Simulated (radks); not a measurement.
Values are calculated unless marked as measured or tabulated.
Q: Rb III, configuration [Ar] 3d10 4s2 4p5. Code: a radial shooting solver on a logarithmic mesh with Libxc functionals. Model: Dirac Kohn-Sham, Wu-Cohen GGA, spin-unpolarised, spherical densities, finite nucleus; open shells fill j = l - 1/2 first; Fermi nuclear charge, rms radius 4.2036 fm. Some entries of the table are withheld. Estimate them.

| orbital | occ. | eigenvalue (eV) | r(max) (bohr) | <r> (bohr) |
|---|---|---|---|---|
| 1s1/2 | 2 | -15045.04 | 0.02629 | 0.04030 |
| 2s1/2 | 2 | (1) | 0.1497 | 0.1776 |
| 2p1/2 | 2 | -1840.704 | 0.1173 | 0.1523 |
| 2p3/2 | 4 | -1779.907 | 0.1207 | 0.1564 |
| 3s1/2 | 2 | -317.4651 | 0.4511 | (2) |
| 3p1/2 | 2 | -250.7802 | 0.4405 | 0.5116 |
| 3p3/2 | 4 | -241.6370 | 0.4494 | 0.5221 |
| 3d3/2 | 4 | -124.7624 | 0.3912 | 0.5227 |
| 3d5/2 | 6 | -123.2093 | 0.3939 | 0.5265 |
| 4s1/2 | 2 | -50.3545 | 1.248 | 1.421 |
| 4p1/2 | 2 | -34.3912 | (3) | 1.614 |
| 4p3/2 | 3 | -33.4019 | (4) | 1.645 |

A: 
(1) 2s1/2 eigenvalue (eV): -2026.731
(2) 3s1/2 <r> (bohr): 0.5106
(3) 4p1/2 r(max) (bohr): 1.380
(4) 4p3/2 r(max) (bohr): 1.407
